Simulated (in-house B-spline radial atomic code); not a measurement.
Atomic self-consistent-field run: C2+ (an excited or competing configuration). Computed with a radial B-spline atomic code at the basis-set limit: Dirac-Hartree-Fock, average of the jj configuration, Fermi nucleus of rms radius 2.4702 fm.

In the input, a minus or plus after the letter marks the j = l - 1/2 or j = l + 1/2 subshell.

Command:
```bash
python run_scf.py task.json out
```
Settings (nuclear radius in fm, mass in u):
```
Z                6
configuration    1s2 2s1 3p-1
hamiltonian      dirac
method           hf
spin_polarised   False
nucleus          fermi
rms_radius       2.4702
atomic_mass      12.0
speed_of_light   137.035999084
```

Output (hartree, bohr):
```
 radial grid: 71 intervals, B-splines of order 8, outer radius 25.5556 bohr

 iter        energy (Eh)    residual
    1        -34.9273660    2.31e-01
    2        -35.3036789    5.06e-03
    3        -35.3046011    2.40e-03
    4        -35.3048032    1.15e-03
    5        -35.3048622    1.06e-04
    6        -35.3048624    2.32e-06
    7        -35.3048624    5.11e-08

 total energy                      -35.304862
 kinetic                             35.33690
 electron-nucleus                   -77.08594
 electron-electron                    6.44418

 first-order corrections (not in the total)
   Gaunt                            0.00264
   retardation                     -0.00002
   frequency dependence             0.00000
   self-energy                      0.00172
   Uehling                         -0.00008
   Wichmann-Kroll                   0.00000
   recoil                           0.00160

 orbital      occ     eigenvalue          <r>       <r^2>       <1/r>     <1/r^2>       r_max    small
 1s1/2      2.000      -13.12447     0.267377    0.096293     5.68175     65.6334       0.174  4.29e-04
 2s1/2      1.000       -2.04859      1.29172     1.95034      1.1068     4.94392       1.085  6.41e-05
 3p1/2      1.000       -0.56316      3.69276     15.6849    0.377356    0.307528       3.457  1.71e-05
```

Run time, properties included: 0.53 s on 1 thread of Arm Neoverse N1, on a shared host.

For the Dirac Hamiltonian the kinetic term is c α·p + (β - 1)c².
